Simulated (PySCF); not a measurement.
## MgIn⁺: from constants to spectrum

RHF-CCSD(T) constants of MgIn⁺, ¹Σ⁺ (singlet), closed shell (PySCF, scalar-relativistic core potentials, basis sets Mg def2-SVP, In def2-SVP with ECP28; masses 23.9850 and 114.9039 u):

| Quantity | Value |
| --- | --- |
| ωe | 127.5 cm⁻¹ |
| ωexe | 0.752 cm⁻¹ |
| Be | 0.075976 cm⁻¹ |
| αe | 0.000616 cm⁻¹ |
| D (centrifugal) | 1.08e-07 cm⁻¹ |
| De to Mg + In⁺ | 0.64 eV |

Question: Estimate the standard entropy (1 bar) and heat capacity of the ideal gas at 298.15 K, rigid rotor with B0 and harmonic oscillator at the fundamental.

Answer: Translation (Sackur–Tetrode, M = 138.89 u): 170.4 J/(mol K). Rotation: q = kT/(σB0) = 2740 with σ = 1, 74.1. Vibration: x = hcν0/kT = 0.608, 12.58. S° = 257.1 J/(mol K); Cp = 7R/2 + 8.06 = 37.2 J/(mol K).

Correlated steps freeze 5 core orbitals. Correlated levels converge slowly with the basis: in double zeta they bind strong bonds too weakly, by up to about 1 eV, and carry superposition errors of some tenths. Spin–orbit coupling is left out. For an ion De counts to the pair picked by the measured ionisation energies or electron affinities, which need not be the lowest pair at this level.
